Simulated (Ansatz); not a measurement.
```yaml
crystal:
  periodic: [false, false, false]
  atoms:
    - {symbol: C, position_ang: [0.576564, -1.925378, 0.422949]}
    - {symbol: C, position_ang: [0.242531, -0.798916, 0.170398]}
    - {symbol: Ge, position_ang: [-0.274131, 0.944376, -0.220420]}
    - {symbol: F, position_ang: [-1.801075, 1.008027, -0.971545]}
    - {symbol: F, position_ang: [0.820267, 1.717420, -1.271367]}
    - {symbol: F, position_ang: [-0.376067, 1.911876, 1.177204]}
    - {symbol: H, position_ang: [0.873109, -2.925505, 0.647180]}
basis:
  gaussian: {orbitals: aug-cc-pVDZ}
hamiltonian: {xc: {name: r2SCANh}}
accuracy: high
kpoints: {mp_grid: {grid: [2, 2, 2]}}
output: {forces: true}
```

```sh
$ ansatz run in.yaml --threads 4 --pin off --events-out ev --progress --plain --max-ram 10444MiB
```

Shortened log:

```
Error: invalid value for `basis.gaussian`: such a run doesn't read kpoints; remove what it names
```

(1) What is wrong with this run?

Answers

(1) The input holds a key that doesn't belong there. The program refused the input.
